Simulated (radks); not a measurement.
The numbers below are computed, except where a source is named.
Question: Coherent X-ray form factor from a spherical all-electron density. Level of theory: scalar-relativistic Kohn-Sham, SCAN, spin-unpolarised, spherical densities, finite nucleus; meta-GGA in the generalised Kohn-Sham scheme; Fermi nuclear charge, rms radius of each element as measured or else 0.836 A^(1/3) + 0.57 fm (a radial shooting solver on a logarithmic mesh with Libxc functionals).

sin(theta)/lambda (1/angstrom)  f0 (electrons)
0.05                                    42.327
0.1                                     40.502
0.15                                    37.969
0.2                                     35.177
0.25                                    32.439
0.3                                     29.922
0.4                                     25.768
0.5                                     22.699
0.6                                     20.397
0.8                                     16.914
1                                       13.967
1.25                                    10.820
1.5                                      8.511
2                                        6.093

The species is in the configuration that NIST lists as its ground one. Which atom or ion scatters so?

Answer: The ruthenium ion Ru+, [Kr] 4d7. Extrapolating in s^2 from the first two rows gives f0(0) = 42.9, near the electron count 43; among species with that count, the fall with angle is slower the higher Z, and the table is that of Z = 44; from so few rows the species is fixed only to a neighbour or two.
